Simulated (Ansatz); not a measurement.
Computed with frozen-core CCSD(T)/def2-TZVPP // B3LYP-D3(BJ)/def2-TZVP (Ansatz, a quantum-chemistry and plane-wave program).

Ansatz 0.2 input:
```yaml
crystal:
  periodic: [false, false, false]
  atoms:
    - { symbol: C, position_ang: [-1.907126, -0.228658, -0.52408] }
    - { symbol: C, position_ang: [-0.555866, 0.441612, -0.329038] }
    - { symbol: C, position_ang: [0.629276, -0.457196, -0.633913] }
    - { symbol: C, position_ang: [1.99532, 0.099969, -0.297311] }
    - { symbol: O, position_ang: [0.492788, -1.558793, -1.113249] }
    - { symbol: H, position_ang: [-2.717309, 0.47124, -0.315155] }
    - { symbol: H, position_ang: [-2.016364, -0.591607, -1.54552] }
    - { symbol: H, position_ang: [-2.014964, -1.088, 0.138222] }
    - { symbol: H, position_ang: [-0.439851, 0.821675, 0.691831] }
    - { symbol: H, position_ang: [-0.459351, 1.324659, -0.972172] }
    - { symbol: H, position_ang: [2.11304, 0.13391, 0.789564] }
    - { symbol: H, position_ang: [2.771766, -0.533373, -0.720205] }
    - { symbol: H, position_ang: [2.103366, 1.123859, -0.661684] }
basis:
  gaussian: { orbitals: def2-TZVPP }
correlation:
  method: ccsd_t
```

Output:

```
Functional definition: HF
1576 factors; integrals over basis functions are off by at most 1.1e-3 eV
mean field evaluation 1: about -6283.3925 eV, gradient 4.4e1 eV
mean field evaluation 2: about -6283.6190 eV, gradient 4.4e1 eV
mean field evaluation 4: about -6288.1711 eV, gradient 6.1e0 eV
mean field evaluation 8: about -6288.2895 eV, gradient 4.9e-1 eV
mean field evaluation 16: about -6288.2914 eV, gradient 2.0e-6 eV
mean field -6288.29141088 eV, -231.0904469927 hartree, gradient 2.0e-6 eV, S^2 0.000000; 0 other end points of the search recorded, 0 dependent functions left out
5 core orbitals not correlated
reference -6288.29141088 eV, -231.0904469927 hartree; 15, 15 occupied and 247, 247 virtual orbitals, 1576 factors
second order -24.82217444 eV of doubles, -0.00000000 eV of singles
cycle   1  -25.17941915 eV  change   -3.6e-1 eV  update   1.1e-1
cycle   2  -25.78564440 eV  change   -6.1e-1 eV  update   3.4e-2
cycle   3  -25.94375473 eV  change   -1.6e-1 eV  update   1.8e-2
cycle   4  -25.93467604 eV  change    9.1e-3 eV  update   4.4e-3
cycle   5  -25.93413302 eV  change    5.4e-4 eV  update   2.0e-3
cycle   6  -25.93470156 eV  change   -5.7e-4 eV  update   6.5e-4
cycle   7  -25.93444498 eV  change    2.6e-4 eV  update   2.5e-4
cycle   8  -25.93441701 eV  change    2.8e-5 eV  update   8.3e-5
cycle   9  -25.93445016 eV  change   -3.3e-5 eV  update   2.8e-5
perturbative correction -1.06056695 eV, -0.0389751166 hartree
Total energy: -6315.28642799 eV, -232.0824955737 hartree
```

Cost: very roughly 11 core-minutes.
